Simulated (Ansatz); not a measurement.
A short molecular-dynamics run on CH3BSe, SMILES `B1C[Se]1`.

```yaml
crystal:
  periodic: [false, false, false]
  atoms:
    - {symbol: B, position_ang: [-0.553537, -0.632304, -0.316633]}
    - {symbol: C, position_ang: [0.259346, 0.576989, 0.133639]}
    - {symbol: Se, position_ang: [1.007850, -1.258039, 0.526724]}
    - {symbol: H, position_ang: [-1.531492, -1.028020, -0.850623]}
    - {symbol: H, position_ang: [0.863550, 1.144519, -0.568000]}
    - {symbol: H, position_ang: [-0.003616, 1.132855, 1.028793]}
basis:
  gaussian: {orbitals: "6-31G*"}
hamiltonian: {xc: {name: revPBE}}
md: {timestep: 0.5 fs, n_steps: 30, ensemble: nvt_nose_hoover, temperature: 1500, initial_velocities: maxwell_boltzmann, seed: 518}
```

```sh
$ ansatz run in.yaml --threads 2 --pin off --events-out ev --progress --plain --max-ram 4352MiB
```

```tsv
step	time (fs)	potential energy (eV)	kinetic (eV)	T (K)	conserved (eV)
0	0.0	-67097.6403	0.7756	1500	-67096.8647
1	0.5	-67097.6446	0.7802	1509	-67096.8644
2	1.0	-67097.6146	0.7510	1452	-67096.8636
3	1.5	-67097.5615	0.6988	1351	-67096.8627
4	2.0	-67097.4991	0.6372	1232	-67096.8619
5	2.5	-67097.4404	0.5792	1120	-67096.8612
6	3.0	-67097.3954	0.5346	1034	-67096.8609
7	3.5	-67097.3699	0.5092	985	-67096.8608
8	4.0	-67097.3652	0.5043	975	-67096.8610
9	4.5	-67097.3782	0.5169	1000	-67096.8615
10	5.0	-67097.4015	0.5395	1043	-67096.8622
11	5.5	-67097.4236	0.5608	1085	-67096.8631
12	6.0	-67097.4312	0.5676	1098	-67096.8639
13	6.5	-67097.4119	0.5478	1060	-67096.8644
14	7.0	-67097.3594	0.4957	959	-67096.8642
15	7.5	-67097.2791	0.4166	806	-67096.8631
16	8.0	-67097.1900	0.3293	637	-67096.8614
17	8.5	-67097.1192	0.2600	503	-67096.8599
18	9.0	-67097.0889	0.2300	445	-67096.8596
19	9.5	-67097.1033	0.2434	471	-67096.8607
20	10.0	-67097.1465	0.2850	551	-67096.8623
21	10.5	-67097.1925	0.3298	638	-67096.8637
22	11.0	-67097.2192	0.3561	689	-67096.8642
23	11.5	-67097.2164	0.3537	684	-67096.8640
24	12.0	-67097.1860	0.3242	627	-67096.8633
25	12.5	-67097.1383	0.2775	537	-67096.8624
26	13.0	-67097.0864	0.2265	438	-67096.8616
27	13.5	-67097.0426	0.1834	355	-67096.8610
28	14.0	-67097.0164	0.1577	305	-67096.8606
29	14.5	-67097.0134	0.1548	299	-67096.8606
30	15.0	-67097.0346	0.1759	340	-67096.8608
```

Velocities are drawn at the set temperature; a run this short doesn't reach equilibrium.

Frames (Å, forces in eV/Å):

```xyz
6
time=0.0 fs
B    -0.554   -0.632   -0.317   -0.415   -0.118   -0.226
C     0.259    0.577    0.134   -0.098    0.399   -0.050
Se    1.008   -1.258    0.527    0.613   -0.703    0.328
H    -1.531   -1.028   -0.851   -0.255   -0.117   -0.139
H     0.864    1.145   -0.568    0.233    0.271   -0.243
H    -0.004    1.133    1.029   -0.079    0.267    0.331
6
time=0.5 fs
B    -0.558   -0.626   -0.324   -0.374   -0.246   -0.059
C     0.254    0.576    0.133    0.127    1.119    0.198
Se    1.009   -1.259    0.528    0.442   -0.610    0.186
H    -1.548   -1.016   -0.842   -0.213   -0.123   -0.155
H     0.858    1.150   -0.593   -0.078   -0.011    0.218
H    -0.002    1.146    1.052    0.096   -0.130   -0.388
6
time=1.0 fs
B    -0.562   -0.619   -0.331   -0.355   -0.373    0.093
C     0.250    0.576    0.132    0.345    1.720    0.376
Se    1.011   -1.260    0.529    0.277   -0.516    0.049
H    -1.564   -1.004   -0.833   -0.152   -0.121   -0.160
H     0.853    1.156   -0.617   -0.337   -0.252    0.635
H     0.000    1.160    1.073    0.222   -0.459   -0.992
6
time=1.5 fs
B    -0.566   -0.613   -0.339   -0.355   -0.495    0.233
C     0.245    0.576    0.131    0.539    2.183    0.488
Se    1.013   -1.262    0.530    0.118   -0.420   -0.083
H    -1.582   -0.992   -0.825   -0.074   -0.113   -0.159
H     0.847    1.161   -0.640   -0.531   -0.442    0.986
H     0.002    1.172    1.093    0.303   -0.713   -1.465
6
time=2.0 fs
B    -0.570   -0.607   -0.346   -0.366   -0.610    0.364
C     0.240    0.576    0.131    0.701    2.508    0.548
Se    1.014   -1.263    0.531   -0.036   -0.324   -0.209
H    -1.599   -0.981   -0.818    0.017   -0.100   -0.153
H     0.839    1.166   -0.661   -0.661   -0.578    1.262
H     0.006    1.182    1.109    0.345   -0.896   -1.811
6
time=2.5 fs
B    -0.575   -0.601   -0.353   -0.383   -0.713    0.490
C     0.235    0.577    0.130    0.826    2.704    0.565
Se    1.016   -1.264    0.532   -0.183   -0.228   -0.329
H    -1.616   -0.969   -0.810    0.116   -0.086   -0.145
H     0.830    1.168   -0.678   -0.730   -0.663    1.462
H     0.010    1.190    1.120    0.355   -1.014   -2.042
6
time=3.0 fs
B    -0.579   -0.595   -0.360   -0.398   -0.802    0.615
C     0.231    0.578    0.130    0.910    2.781    0.548
Se    1.017   -1.265    0.533   -0.324   -0.132   -0.444
H    -1.633   -0.958   -0.803    0.216   -0.072   -0.138
H     0.819    1.170   -0.692   -0.744   -0.699    1.587
H     0.015    1.196    1.127    0.339   -1.075   -2.168
6
time=3.5 fs
B    -0.584   -0.589   -0.367   -0.404   -0.874    0.741
C     0.227    0.580    0.129    0.954    2.747    0.501
Se    1.019   -1.267    0.534   -0.459   -0.038   -0.554
H    -1.649   -0.948   -0.797    0.313   -0.060   -0.134
H     0.807    1.169   -0.702   -0.707   -0.692    1.640
H     0.020    1.199    1.129    0.303   -1.083   -2.194
6
time=4.0 fs
B    -0.588   -0.584   -0.374   -0.398   -0.928    0.870
C     0.223    0.582    0.129    0.959    2.604    0.423
Se    1.020   -1.268    0.535   -0.588    0.055   -0.657
H    -1.665   -0.937   -0.790    0.401   -0.052   -0.134
H     0.792    1.167   -0.709   -0.622   -0.641    1.619
H     0.027    1.200    1.125    0.248   -1.037   -2.121
6
time=4.5 fs
B    -0.593   -0.579   -0.381   -0.374   -0.964    1.003
C     0.219    0.585    0.129    0.925    2.348    0.310
Se    1.022   -1.269    0.536   -0.711    0.146   -0.756
H    -1.680   -0.926   -0.784    0.476   -0.048   -0.139
H     0.777    1.163   -0.711   -0.490   -0.548    1.523
H     0.034    1.198    1.116    0.175   -0.934   -1.942
6
time=5.0 fs
B    -0.598   -0.573   -0.387   -0.331   -0.981    1.141
C     0.215    0.589    0.129    0.854    1.970    0.153
Se    1.023   -1.270    0.537   -0.829    0.235   -0.848
H    -1.693   -0.916   -0.779    0.534   -0.050   -0.149
H     0.760    1.158   -0.710   -0.312   -0.410    1.347
H     0.041    1.194    1.103    0.084   -0.764   -1.643
6
time=5.5 fs
B    -0.603   -0.569   -0.393   -0.267   -0.981    1.282
C     0.212    0.593    0.129    0.748    1.461   -0.059
Se    1.025   -1.272    0.538   -0.940    0.324   -0.935
H    -1.706   -0.906   -0.773    0.574   -0.058   -0.165
H     0.742    1.152   -0.706   -0.089   -0.227    1.087
H     0.049    1.188    1.085   -0.026   -0.519   -1.210
6
time=6.0 fs
B    -0.608   -0.564   -0.399   -0.183   -0.964    1.425
C     0.208    0.597    0.129    0.611    0.816   -0.334
Se    1.026   -1.273    0.539   -1.047    0.411   -1.016
H    -1.717   -0.895   -0.768    0.594   -0.072   -0.187
H     0.724    1.146   -0.698    0.178    0.000    0.743
H     0.056    1.181    1.065   -0.153   -0.191   -0.631
6
time=6.5 fs
B    -0.613   -0.559   -0.405   -0.080   -0.934    1.567
C     0.205    0.601    0.129    0.448    0.047   -0.671
Se    1.028   -1.274    0.540   -1.147    0.497   -1.091
H    -1.726   -0.885   -0.764    0.593   -0.092   -0.213
H     0.706    1.139   -0.690    0.480    0.265    0.323
H     0.063    1.174    1.043   -0.294    0.217    0.084
6
time=7.0 fs
B    -0.618   -0.555   -0.410    0.041   -0.894    1.706
C     0.202    0.606    0.129    0.270   -0.806   -1.052
Se    1.029   -1.275    0.541   -1.243    0.582   -1.160
H    -1.734   -0.876   -0.760    0.571   -0.116   -0.242
H     0.690    1.134   -0.680    0.800    0.553   -0.147
H     0.070    1.167    1.022   -0.439    0.681    0.896
6
time=7.5 fs
B    -0.623   -0.551   -0.414    0.175   -0.846    1.837
C     0.199    0.610    0.128    0.090   -1.662   -1.428
Se    1.031   -1.276    0.541   -1.332    0.664   -1.223
H    -1.741   -0.866   -0.757    0.531   -0.145   -0.274
H     0.676    1.129   -0.671    1.112    0.838   -0.626
H     0.075    1.161    1.002   -0.575    1.151    1.714
6
time=8.0 fs
B    -0.628   -0.547   -0.419    0.319   -0.795    1.958
C     0.196    0.613    0.127   -0.075   -2.398   -1.721
Se    1.032   -1.278    0.542   -1.415    0.741   -1.279
H    -1.747   -0.857   -0.754    0.473   -0.177   -0.308
H     0.664    1.126   -0.663    1.381    1.085   -1.051
H     0.079    1.158    0.987   -0.683    1.545    2.402
6
time=8.5 fs
B    -0.633   -0.544   -0.423    0.468   -0.745    2.063
C     0.193    0.617    0.126   -0.202   -2.878   -1.850
Se    1.033   -1.279    0.543   -1.491    0.812   -1.328
H    -1.751   -0.848   -0.752    0.402   -0.211   -0.342
H     0.655    1.127   -0.658    1.568    1.252   -1.353
H     0.082    1.159    0.977   -0.744    1.770    2.809
6
time=9.0 fs
B    -0.638   -0.540   -0.426    0.617   -0.700    2.151
C     0.190    0.620    0.125   -0.269   -3.001   -1.768
Se    1.034   -1.280    0.544   -1.561    0.876   -1.370
H    -1.754   -0.840   -0.751    0.321   -0.246   -0.374
H     0.651    1.130   -0.656    1.641    1.306   -1.474
H     0.082    1.165    0.974   -0.750    1.764    2.834
6
time=9.5 fs
B    -0.642   -0.537   -0.429    0.761   -0.661    2.219
C     0.187    0.622    0.123   -0.256   -2.746   -1.495
Se    1.036   -1.281    0.544   -1.625    0.933   -1.405
H    -1.757   -0.832   -0.750    0.236   -0.279   -0.404
H     0.650    1.136   -0.657    1.587    1.232   -1.391
H     0.081    1.174    0.978   -0.704    1.521    2.475
6
time=10.0 fs
B    -0.647   -0.534   -0.432    0.894   -0.631    2.267
C     0.183    0.623    0.121   -0.159   -2.182   -1.110
Se    1.037   -1.282    0.545   -1.683    0.984   -1.433
H    -1.759   -0.825   -0.751    0.153   -0.310   -0.430
H     0.653    1.145   -0.662    1.415    1.039   -1.122
H     0.078    1.187    0.988   -0.621    1.100    1.828
6
time=10.5 fs
B    -0.651   -0.531   -0.434    1.012   -0.610    2.293
C     0.180    0.625    0.119    0.012   -1.434   -0.707
Se    1.038   -1.283    0.545   -1.736    1.030   -1.454
H    -1.761   -0.819   -0.753    0.077   -0.336   -0.450
H     0.659    1.157   -0.670    1.155    0.759   -0.723
H     0.074    1.203    1.002   -0.520    0.591    1.042
6
time=11.0 fs
B    -0.655   -0.528   -0.435    1.110   -0.599    2.299
C     0.177    0.625    0.116    0.232   -0.632   -0.354
Se    1.039   -1.284    0.546   -1.785    1.073   -1.470
H    -1.762   -0.814   -0.755    0.015   -0.357   -0.463
H     0.668    1.170   -0.679    0.844    0.434   -0.263
H     0.069    1.220    1.019   -0.416    0.080    0.252
6
time=11.5 fs
B    -0.659   -0.525   -0.436    1.184   -0.597    2.285
C     0.174    0.626    0.114    0.475    0.127   -0.080
Se    1.040   -1.285    0.546   -1.832    1.114   -1.481
H    -1.763   -0.809   -0.759   -0.029   -0.371   -0.468
H     0.680    1.184   -0.689    0.520    0.102    0.194
H     0.062    1.238    1.036   -0.318   -0.375   -0.449
6
time=12.0 fs
B    -0.663   -0.522   -0.437    1.232   -0.605    2.251
C     0.171    0.627    0.111    0.715    0.783    0.116
Se    1.041   -1.286    0.547   -1.876    1.154   -1.487
H    -1.765   -0.805   -0.764   -0.050   -0.378   -0.464
H     0.692    1.199   -0.698    0.212   -0.205    0.603
H     0.055    1.254    1.053   -0.233   -0.749   -1.020
6
time=12.5 fs
B    -0.666   -0.520   -0.437    1.254   -0.622    2.201
C     0.168    0.628    0.108    0.934    1.311    0.250
Se    1.042   -1.287    0.547   -1.918    1.192   -1.489
H    -1.767   -0.802   -0.771   -0.047   -0.376   -0.449
H     0.705    1.213   -0.706   -0.062   -0.471    0.938
H     0.047    1.269    1.066   -0.161   -1.034   -1.451
6
time=13.0 fs
B    -0.669   -0.517   -0.436    1.251   -0.647    2.135
C     0.165    0.629    0.106    1.120    1.711    0.338
Se    1.042   -1.288    0.548   -1.957    1.229   -1.487
H    -1.768   -0.801   -0.778   -0.020   -0.367   -0.424
H     0.718    1.227   -0.712   -0.293   -0.687    1.191
H     0.038    1.281    1.077   -0.102   -1.237   -1.752
6
time=13.5 fs
B    -0.672   -0.515   -0.435    1.227   -0.680    2.054
C     0.162    0.631    0.103    1.269    1.987    0.392
Se    1.043   -1.288    0.548   -1.995    1.264   -1.482
H    -1.770   -0.800   -0.786    0.030   -0.351   -0.390
H     0.730    1.238   -0.715   -0.477   -0.852    1.362
H     0.030    1.290    1.083   -0.054   -1.368   -1.937
6
time=14.0 fs
B    -0.674   -0.513   -0.434    1.186   -0.717    1.962
C     0.160    0.633    0.101    1.378    2.150    0.419
Se    1.044   -1.289    0.548   -2.031    1.297   -1.473
H    -1.772   -0.799   -0.795    0.097   -0.329   -0.346
H     0.741    1.247   -0.715   -0.613   -0.967    1.456
H     0.021    1.296    1.084   -0.017   -1.435   -2.017
6
time=14.5 fs
B    -0.676   -0.511   -0.432    1.135   -0.758    1.860
C     0.158    0.635    0.099    1.445    2.205    0.420
Se    1.044   -1.290    0.548   -2.064    1.328   -1.462
H    -1.773   -0.800   -0.805    0.177   -0.301   -0.294
H     0.750    1.255   -0.711   -0.702   -1.033    1.479
H     0.013    1.299    1.081    0.009   -1.441   -2.002
6
time=15.0 fs
B    -0.678   -0.509   -0.430    1.081   -0.799    1.750
C     0.156    0.638    0.097    1.471    2.152    0.392
Se    1.045   -1.291    0.549   -2.095    1.357   -1.448
H    -1.775   -0.801   -0.816    0.264   -0.271   -0.237
H     0.758    1.259   -0.703   -0.743   -1.052    1.433
H     0.004    1.298    1.073    0.022   -1.387   -1.890
```

It took 22 s on 2 threads of an AMD EPYC 7B13 on a shared host, with 0.14 GiB of host memory at the peak.
